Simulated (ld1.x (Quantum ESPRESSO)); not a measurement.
u(r) = r·R(r): atom against pseudo-atom (carbon (C))

Columns: radius, all-electron u(r) and pseudo u(r) of the 2p shell (level -31.85 eV) of carbon in the configuration [He] 2s2 2p0; LDA (PZ), non-relativistic, ultrasoft scheme, ld1.x (Quantum ESPRESSO) 7.5.

```csv
r (bohr),all-electron,pseudo
0.143,0.1160,0.0102
0.285,0.3205,0.0395
0.428,0.5148,0.0860
0.570,0.6646,0.1452
0.713,0.7666,0.2131
0.855,0.8233,0.2833
0.998,0.8425,0.3514
1.140,0.8320,0.4113
1.283,0.7998,0.4599
1.425,0.7530,0.4934
1.568,0.6968,0.5107
1.710,0.6363,0.5116
1.853,0.5740,0.4973
1.995,0.5132,0.4705
2.138,0.4546,0.4341
2.280,0.4001,0.3920
2.423,0.3496,0.3474
2.565,0.3041,0.3038
2.708,0.2629,0.2629
2.850,0.2265,0.2265
2.992,0.1944,0.1944
3.135,0.1661,0.1661
3.278,0.1415,0.1415
3.420,0.1203,0.1203
3.563,0.1019,0.1019
3.705,0.0862,0.0862
```

Question: How many radial nodes do the two functions have?

Answer: The all-electron 2p function has n − l − 1 = 0; the pseudo-wave has 0.

Question: At about which radius was the pseudo-wave matched?

Answer: 2.85 bohr. The columns agree to 0.0005 from 2.56 bohr on; several derivatives are matched, so the curves merge somewhat inside the radius.

Question: Is the pseudo-wave norm-conserving?

Answer: No, it belongs to an ultrasoft set: the norm inside the radius is not constrained, and the difference is carried by the augmentation charge.
